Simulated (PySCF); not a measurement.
SMILES COC=[OH+] (C₂H₅O₂ (cation, charge +1)), PBE0/def2-SVP optimised geometry.

```
9

C     -0.55     1.38     0.00
O     -1.01     0.00     0.00
C     -0.25    -1.00     0.00
O      1.01    -1.00     0.00
H      0.03     1.57    -0.92
H     -1.46     1.99     0.00
H      0.03     1.57     0.92
H     -0.74    -1.99     0.00
H      1.46    -0.13     0.00
```

Density from PBE0/def2-TZVP in PySCF at that geometry.

Minimum of the electron density along straight lines between bonded atoms, close to the bond critical point (lines longer than 1.1 times the sum of covalent radii, or with two minima, are not listed):

| bond | length / Å | ρ at the minimum / e bohr⁻³ | ∇²ρ there / e bohr⁻⁵ | position (fraction from the first atom) |
|---|---|---|---|---|
| C1–O2 | 1.454 | [?] | [?] | 0.34 |
| O2–C3 | 1.255 | 0.374 | -0.25 | 0.67 |
| C3–O4 | 1.269 | 0.363 | -0.33 | 0.33 |
| C1–H5 | 1.100 | 0.281 | -1.00 | 0.66 |
| C1–H6 | 1.094 | 0.288 | -1.05 | 0.67 |
| C1–H7 | 1.100 | 0.281 | -1.00 | 0.66 |
| C3–H8 | 1.100 | 0.293 | -1.15 | 0.69 |
| O4–H9 | 0.976 | 0.339 | [?] | 0.82 |

Q: Complete the blanks.

A: 
- C1–O2, ρ at the minimum / e bohr⁻³: 0.216
- C1–O2, ∇²ρ there / e bohr⁻⁵: -0.18
- O4–H9, ∇²ρ there / e bohr⁻⁵: -2.42
